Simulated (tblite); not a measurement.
Species: C₅H₁₂AsNO.
Atom-mapped SMILES: `[CH3:1][AsH:2][CH2:3][C:4](=[O:5])[N:6]([CH3:7])[CH3:8]` (hydrogens: H9, H10, H11 on C1; H12 on As2; H13, H14 on C3; H15, H16, H17 on C7; H18, H19, H20 on C8)

Computed with GFN2-xTB (tblite), gas phase: L-BFGS steps from a force-field or distance-geometry start until the largest atomic force falls under 0.01 eV/Å.

The end geometry, which sets the zero of energy:
```
atom  x, y, z in Å
C1      3.0489    0.6607   -0.3854
As2     2.2654   -0.8270   -1.4097
C3      0.6567   -1.0881   -0.2705
C4     -0.2852   -0.0021   -0.7149
O5      0.0322    0.7303   -1.6431
N6     -1.4648    0.1417   -0.0763
C7     -1.8998   -0.6565    1.0417
C8     -2.3441    1.2309   -0.4386
H9      2.5180    1.5762   -0.6395
H10     2.9775    0.4909    0.6887
H11     4.0976    0.7890   -0.6528
H12     3.0524   -1.8900   -0.6539
H13     0.2173   -2.0727   -0.4513
H14     0.8878   -1.0041    0.7944
H15    -1.7105   -0.1412    1.9898
H16    -2.9737   -0.8322    0.9563
H17    -1.3937   -1.6179    1.0569
H18    -1.8779    1.7854   -1.2502
H19    -2.4992    1.8934    0.4162
H20    -3.3100    0.8441   -0.7704
```

Task: These geometries come from the run, each turned onto the end geometry. Order them by energy, lowest first.
A.
```
atom  x, y, z in Å
C1      3.2079    0.5914   -0.4372
As2     2.2134   -0.7865   -1.4411
C3      0.6819   -0.9726   -0.1917
C4     -0.2672    0.1232   -0.5982
O5      0.0864    0.9570   -1.4219
N6     -1.5121    0.1402   -0.0715
C7     -1.9560   -0.6564    1.0446
C8     -2.4627    1.1470   -0.4937
H9      2.7283    1.5537   -0.6074
H10     3.2155    0.3711    0.6300
H11     4.2376    0.6404   -0.7926
H12     2.9860   -1.9306   -0.7852
H13     0.2016   -1.9493   -0.2783
H14     1.0070   -0.8510    0.8424
H15    -1.7327   -0.1448    1.9872
H16    -3.0356   -0.7889    0.9679
H17    -1.4869   -1.6356    1.0511
H18    -1.9552    1.8469   -1.1536
H19    -2.8725    1.6786    0.3686
H20    -3.2897    0.6770   -1.0321
```
B.
```
atom  x, y, z in Å
C1      3.6548    0.4456   -0.3432
As2     2.2345   -0.5310   -1.3846
C3      0.6310   -0.7418   -0.1076
C4     -0.4535    0.1488   -0.6701
O5     -0.2304    0.8454   -1.6440
N6     -1.6823    0.1565   -0.0809
C7     -2.0002   -0.5905    1.1053
C8     -2.7194    1.0356   -0.5772
H9      3.3333    1.4852   -0.2166
H10     4.0241    0.1002    0.6441
H11     4.5345    0.5001   -1.0041
H12     2.8493   -1.9380   -1.1168
H13     0.2939   -1.7933   -0.1300
H14     0.8112   -0.5031    0.9563
H15    -1.6940   -0.0728    2.0244
H16    -3.0761   -0.7623    1.1518
H17    -1.5317   -1.5699    1.0981
H18    -2.3193    2.0160   -0.8140
H19    -3.4953    1.1430    0.1767
H20    -3.1695    0.6371   -1.4803
```
C.
```
atom  x, y, z in Å
C1      3.5881    0.4584   -0.3712
As2     2.1893   -0.5065   -1.3925
C3      0.6516   -0.7233   -0.1219
C4     -0.4403    0.1661   -0.6592
O5     -0.2359    0.8782   -1.6311
N6     -1.6490    0.1540   -0.0571
C7     -1.9792   -0.6147    1.1160
C8     -2.6748    1.0311   -0.5801
H9      3.2753    1.4902   -0.2087
H10     3.8348   -0.0275    0.5739
H11     4.4831    0.4473   -1.0031
H12     2.7625   -1.8455   -0.9668
H13     0.3391   -1.7743   -0.1659
H14     0.9056   -0.4760    0.9129
H15    -1.6856   -0.0831    2.0262
H16    -3.0578   -0.7613    1.1528
H17    -1.4962   -1.5904    1.1067
H18    -2.2465    1.9996   -0.8307
H19    -3.4434    1.1664    0.1730
H20    -3.1259    0.6221   -1.4858
```
D.
```
atom  x, y, z in Å
C1      3.1545    0.6324   -0.4426
As2     2.2229   -0.8029   -1.4087
C3      0.6663   -1.0184   -0.1892
C4     -0.2663    0.0860   -0.6013
O5      0.0945    0.8917   -1.4501
N6     -1.4949    0.1520   -0.0482
C7     -1.9510   -0.6829    1.0342
C8     -2.4046    1.1932   -0.4731
H9      2.6594    1.5726   -0.6737
H10     3.1386    0.4772    0.6347
H11     4.1890    0.6957   -0.7811
H12     2.9982   -1.9170   -0.7195
H13     0.1968   -1.9916   -0.3520
H14     0.9316   -0.9406    0.8674
H15    -1.7638   -0.2122    2.0056
H16    -3.0245   -0.8443    0.9360
H17    -1.4611   -1.6526    1.0146
H18    -1.9005    1.7912   -1.2292
H19    -2.6855    1.8333    0.3644
H20    -3.3049    0.7481   -0.9010
```
E.
```
atom  x, y, z in Å
C1      3.1307    0.6399   -0.4290
As2     2.2386   -0.8183   -1.4044
C3      0.6659   -1.0285   -0.2071
C4     -0.2792    0.0551   -0.6510
O5      0.0555    0.8166   -1.5496
N6     -1.4827    0.1595   -0.0496
C7     -1.9433   -0.6862    1.0228
C8     -2.3896    1.2138   -0.4464
H9      2.6360    1.5804   -0.6658
H10     3.1080    0.4856    0.6499
H11     4.1689    0.7088   -0.7542
H12     3.0119   -1.9080   -0.6736
H13     0.2124   -2.0145   -0.3417
H14     0.9365   -0.9132    0.8460
H15    -1.7736   -0.2250    2.0027
H16    -3.0148   -0.8514    0.9003
H17    -1.4431   -1.6505    0.9983
H18    -1.9082    1.7904   -1.2332
H19    -2.6132    1.8672    0.4001
H20    -3.3218    0.7892   -0.8271
```

Result: E (0.006 eV), D (0.014 eV), A (0.035 eV), C (0.219 eV), B (0.393 eV).

In the order of the answer:

```
step  E above end (eV)  largest force (eV/Å)  rms force component (eV/Å)  rms distance from end (Å)  rms bond change (Å)  bond most changed (Å)
  76             0.006                  0.06                       0.014                      0.095                0.000          C8–H20 +0.001
  64             0.014                  0.06                       0.021                      0.130                0.001          C1–As2 -0.004
  53             0.035                  0.12                       0.044                      0.204                0.002         As2–H12 +0.005
  13             0.219                  0.29                       0.080                      0.561                0.006          As2–C3 +0.018
   6             0.393                  0.82                       0.211                      0.591                0.023          As2–C3 +0.072
```

Hardware: an Arm Neoverse V1 with one thread, no GPU, on a shared host.
